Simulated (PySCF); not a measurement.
Structure problem from calculated spectra and properties.

Elements present: B, C, H, N and O. Monoisotopic mass: 103.0805 u.

* Triplet: lowest triplet excitation (Tamm–Dancoff): 5.54 eV [TDA PBE0/def2-SVPD]
* Valence photoelectron: vertical ionisation energy: 8.98 eV [ΔSCF PBE0/def2-SVPD]
* Polarisability: 69.1 au [PBE0/def2-SVPD]
* NMR, other nuclei: isotropic shieldings of nuclei other than C and H, by class: 70 (1 B), 243 (1 N), 231 (2 O) ppm [GIAO CAM-B3LYP/pcSseg-1]
* Dipole: 0.59 D [PBE0/def2-SVPD]
* Rotational structure: rotational constants A, B, C: 3.532, 1.892, 1.324 GHz [PBE0-D3(BJ)/def2-SVP]
* 1H NMR: chemical shifts (computed TMS as zero) by class: 4.04 (6 H), 2.33 (2 H), 0.02 (2 H) ppm [GIAO CAM-B3LYP/pcSseg-1]
* 13C NMR: chemical shifts (computed TMS as zero) by class: 51.9 (2 C), 32.6 (1 C) ppm [GIAO CAM-B3LYP/pcSseg-1]

Electronic properties: PySCF, gas phase, density fitting. Levels stand in brackets. Isolated species at its PBE0-D3(BJ)/def2-SVP geometry (one conformer only). NMR values are class means; diastereotopic atoms form classes of their own.

Problem. Which formula fits the mass and the elements?

Solution. C3H10BNO2 (calculated 103.0805). No other formula that holds each of these elements comes within 0.0003 u with a fitting electron parity and a possible valence count.

Problem. Give a SMILES that accounts for the data.

Solution. Numbering: `[CH3:1][O:2][B:3]([CH2:4][NH2:5])[O:6][CH3:7]`. 3 carbons fall into 2 classes; from least to most shielded: methoxy carbon [C1/C7] (51.9 ppm, 2 C, up to 2.5 ppm apart in this geometry), sp3 carbon bound to nitrogen [C4] (32.6 ppm). Hydrogen classes from least to most shielded: 6 H on 2 methoxy carbons, C1/C7 (4.04 ppm, a mean of values up to 2.8 ppm apart in this geometry), 2 H on an sp3 carbon bound to nitrogen, C4 (2.33 ppm), 2 H on a primary amine nitrogen, N5 (0.02 ppm). The other shieldings belong to: 70 ppm, three-coordinate boron [B3]; 243 ppm, primary amine nitrogen [N5]; 231 ppm, boron-bound oxygen [O2/O6]. The first electron is taken from the HOMO, whose largest Löwdin shares are 0.55 on the primary amine nitrogen, 0.13 on the sp3 carbon bound to nitrogen, 0.07 on a methylene hydrogen and 0.05 on an N–H hydrogen. The optimised geometry has point group C1 and is an asymmetric top. Structure: `C(N)B(OC)OC`. Computed isomers that give other values at the same levels: `[BH3-][NH2+]COC(C)=O` (13C chemical shifts (computed TMS as zero) by class: 181.8 (1 C), 76.6 (1 C), 22.0 (1 C) ppm); `C[O+](C)[BH2-]NC=O` (rotational constant A: 4.327 GHz; this holds for the one conformer computed). The assignments are read from this structure; whether some other isomer fits the data as well wasn't checked.

Conformer computed: `[CH3:1][O:2][B:3]([CH2:4][NH2:5])[O:6][CH3:7]`: C1–O2–B3–C4 4°, O2–B3–C4–N5 52°, O2–B3–O6–C7 2°, H–N5–C4–B3 65°, H–N5–C4–B3 -178°.
